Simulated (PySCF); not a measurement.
## Substituent chemical shifts

Parent skeleton `[CH3:1][SiH:2]1[O:3][SiH:4]([Cl:5])[SiH2:6][SiH2:7]1`; one hydrogen on atom 4 is replaced by X. Hydrogens on one atom are averaged.

Level of theory: shieldings: GIAO PBE0/pcSseg-1, geometry from GFN2-xTB, in PySCF (non-relativistic, a single conformation, equivalent nuclei averaged, isolated molecule).

Scale: 13C (σref 186.93), 29Si (σref 349.16), 1H (σref 31.72) vs TMS; 17O (σref 336.08) against H2O; 35Cl (σref 949.78) vs HCl (reference shieldings calculated alike).

Parent (X = H): C1 3.9, Si2 0.5, O3 106.2, Si4 8.6, Cl5 79.6, Si6 -119.1, Si7 -124.3, H(C1) 0.42, H(Si2) 5.68 ppm. Effects are Δδ = δ(X) − δ(H), positive for deshielding.

Known members:
```tsv
X	C1	Si2	O3	Si4	Cl5	Si6	Si7	H(C1)	H(Si2)
ethynyl	+0.4	-1.6	+13.5	-17.5	+28.5	+1.6	+4.9	+0.08	-0.06
```

Four more derivatives gave (Δδ, ppm):
```json
{"compound": "1", "C1": "+0.0", "Si2": "+1.5", "O3": "+15.4", "Si4": "-3.7", "Cl5": "-22.9", "Si6": "-0.3", "Si7": "+17.7", "H(C1)": "+0.06", "H(Si2)": "-0.06"}
{"compound": "2", "C1": "+0.3", "Si2": "+3.6", "O3": "-1.4", "Si4": "-22.7", "Cl5": "-29.1", "Si6": "-3.0", "Si7": "+8.4", "H(C1)": "+0.06", "H(Si2)": "-0.18"}
{"compound": "3", "C1": "+0.4", "Si2": "+1.4", "O3": "+7.6", "Si4": "+2.6", "Cl5": "+8.2", "Si6": "-1.6", "Si7": "+3.9", "H(C1)": "+0.10", "H(Si2)": "-0.03"}
{"compound": "4", "C1": "+0.3", "Si2": "-2.9", "O3": "+33.1", "Si4": "+7.4", "Cl5": "+70.3", "Si6": "+2.3", "Si7": "+9.9", "H(C1)": "+0.08", "H(Si2)": "-0.08"}
```

Their substituents are CHO, Cl, OCHO, vinyl. Which is which?

Answers

1: X = OCHO (C[Si@@H]1O[Si@](Cl)(OC=O)[SiH2][SiH2]1); 2: X = CHO (C[Si@@H]1O[Si@@](Cl)(C=O)[SiH2][SiH2]1); 3: X = vinyl (C=C[Si@@]1(Cl)O[Si@H](C)[SiH2][SiH2]1); 4: X = Cl (C[Si@H]1O[Si](Cl)(Cl)[SiH2][SiH2]1).

Experimental scales use liquid or dissolved standards, which lie at an offset from isolated H2O (liquid H2O: subtract about 36 ppm).
